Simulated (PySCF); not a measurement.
Match the calculated data to a structure.

All candidates are C6H7Cl.

| technique | computed result |
| --- | --- |
| 1H NMR | chemical shifts (computed TMS as zero) by class: 5.79 (1 H), 5.74 (1 H), 3.04 (1 H), 2.58 (1 H), 2.47 (1 H), 2.16 (1 H), 1.64 (1 H) ppm [GIAO PBE0/pcSseg-1] |
| NMR, other nuclei | isotropic shieldings of nuclei other than C and H, by class: 912 (1 Cl) ppm [GIAO PBE0/pcSseg-1] |
| XPS | Cl2p3/2 205.7, C1s 290.2, C1s 290.3, C1s 290.9, C1s 290.9, C1s 290.9, C1s 291.9, Cl1s 2828.3 eV [ΔSCF SCAN, pcX-2 on the ionised atom, pcseg-1 elsewhere, spin-free X2C, 2p3/2 from a spin–orbit splitting computed afterwards within the 2p shell] |
| Polarisability | 76.5 au [CAM-B3LYP/def2-SVPD] |
| 13C NMR | chemical shifts (computed TMS as zero) by class: 142.4 (1 C), 136.5 (1 C), 45.2 (1 C), 35.6 (1 C), 33.8 (1 C), 24.9 (1 C) ppm [GIAO PBE0/pcSseg-1] |
| Dipole | 1.95 D [CAM-B3LYP/def2-SVPD] |
| Rotational structure | rotational constants A, B, C: 3.705, 1.958, 1.877 GHz [PBE0-D3(BJ)/def2-SVP] |
| UV, first state | lowest singlet excitation: 6.37 eV (195 nm, f = 0.119) [TDDFT CAM-B3LYP/def2-SVPD] |

The electronic properties come from PySCF, for the isolated species, density fitting. Levels stand in brackets. Isolated species at its PBE0-D3(BJ)/def2-SVP geometry, gas phase. NMR values are class means; diastereotopic atoms form classes of their own.

Question: Which candidate is it?
A. `Cl[C@@H]1[C@@H]2C=CC[C@H]12`
B. `C#CCC(=C)CCl`
C. `ClC1=CC[C@@H]2C[C@H]12`

Answer: A. It is `Cl[C@@H]1[C@@H]2C=CC[C@H]12`. Numbering: `[Cl:1][C@@H:2]1[C@@H:3]2[CH:4]=[CH:5][CH2:6][C@H:7]12`. Its formula, C6H7Cl, gives 3 degrees of unsaturation: 2 rings and 1 π bond in the structure found. 6 carbons fall into 6 classes; from least to most shielded: alkene CH carbon [C5] (142.4 ppm), alkene CH carbon [C4] (136.5 ppm), sp3 C–Cl carbon [C2] (45.2 ppm), allylic carbon [C6] (35.6 ppm), sp3 carbon at a ring junction [C3] (33.8 ppm), sp3 carbon at a ring junction [C7] (24.9 ppm). Hydrogen classes from least to most shielded: 1 H on an alkene CH carbon, C5 (5.79 ppm), 1 H on an alkene CH carbon, C4 (5.74 ppm), 1 H on an sp3 C–Cl carbon, C2 (3.04 ppm), 1 H on an allylic carbon, C6 (2.58 ppm), 1 H on an allylic carbon, C6 (2.47 ppm), 1 H on an sp3 carbon at a ring junction, C3 (2.16 ppm), 1 H on an sp3 carbon at a ring junction, C7 (1.64 ppm). The other shieldings belong to: 912 ppm, alkyl chlorine [Cl1]. The core levels belong to: Cl2p3/2 205.7 eV, alkyl chlorine [Cl1]; C1s 290.2 eV, alkene CH carbon [C5]; C1s 290.3 eV, alkene CH carbon [C4]; C1s 290.9 eV, sp3 carbon at a ring junction [C7]; C1s 290.9 eV, sp3 carbon at a ring junction [C3]; C1s 290.9 eV, allylic carbon [C6]; C1s 291.9 eV, sp3 C–Cl carbon [C2]; Cl1s 2828.3 eV, alkyl chlorine [Cl1]. By its constants the optimised geometry is an asymmetric top.

The others, at the same levels:
- `ClC1=CC[C@@H]2C[C@H]12` fails: its computed lowest singlet excitation is 6.17 eV (201 nm, f = 0.181) (against 6.37 eV), static isotropic polarisability is 78.4 au (against 76.5 au) and rotational constant A is 4.691 GHz (against 3.705 GHz).
- `C#CCC(=C)CCl` fails: its computed static isotropic polarisability is 84.7 au (against 76.5 au), rotational constant A is 2.762 GHz (against 3.705 GHz) and smallest rotational constant is 1.110 GHz (against 1.877 GHz).

Each candidate is one conformer, not necessarily the lowest. The conformers computed, where there is a choice (atom-mapped SMILES and torsion angles):
- `[CH:1]#[C:2][CH2:3][C:4](=[CH2:5])[CH2:6][Cl:7]`: C2–C3–C4–C5 118°, C3–C4–C6–Cl7 -63°

The conformers of `Cl[C@@H]1[C@@H]2C=CC[C@H]12` and `ClC1=CC[C@@H]2C[C@H]12` aren't listed.
